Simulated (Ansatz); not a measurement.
`F/C=C/C=C(F)F`, relaxed with RKS PBE0-D4/def2-TZVP in the Gaussian-basis code of Ansatz from a PBE-D4/def2-SVP geometry. The force threshold is 0.005 eV/Å; the program also tests the step.

Charge 0, multiplicity 1.

Start:

```xyz
10

F    -1.289    2.513   -1.056
C    -0.376    1.775   -0.408
C    -0.470    0.431   -0.334
C     0.499   -0.396    0.356
C     0.421   -1.740    0.429
F    -0.542   -2.473   -0.117
F     1.299   -2.508    1.057
H     0.428    2.384    0.039
H    -1.329   -0.052   -0.826
H     1.360    0.066    0.860
```

```json
{"step": "1", "energy (eV)": "-12338.5100", "largest force (eV/Å)": "0.880", "largest move (Å)": "0.000"}
{"step": "2", "energy (eV)": "-12338.5694", "largest force (eV/Å)": "0.281", "largest move (Å)": "0.030"}
{"step": "3", "energy (eV)": "-12338.5739", "largest force (eV/Å)": "0.024", "largest move (Å)": "0.010"}
{"step": "4", "energy (eV)": "-12338.5739", "largest force (eV/Å)": "0.025", "largest move (Å)": "0.004"}
{"step": "5", "energy (eV)": "-12338.5740", "largest force (eV/Å)": "0.008", "largest move (Å)": "0.001"}
{"step": "6", "energy (eV)": "-12338.5740", "largest force (eV/Å)": "0.002", "largest move (Å)": "0.002"}
```

End:

```xyz
10

F    -1.274    2.490   -1.041
C    -0.369    1.748   -0.399
C    -0.471    0.427   -0.338
C     0.497   -0.391    0.351
C     0.417   -1.711    0.425
F    -0.535   -2.443   -0.109
F     1.283   -2.477    1.046
H     0.421    2.344    0.044
H    -1.313   -0.053   -0.825
H     1.345    0.066    0.845
```

It took 27 s on 4 threads of a server CPU on a shared host, with 0.62 GiB of host memory at the peak.
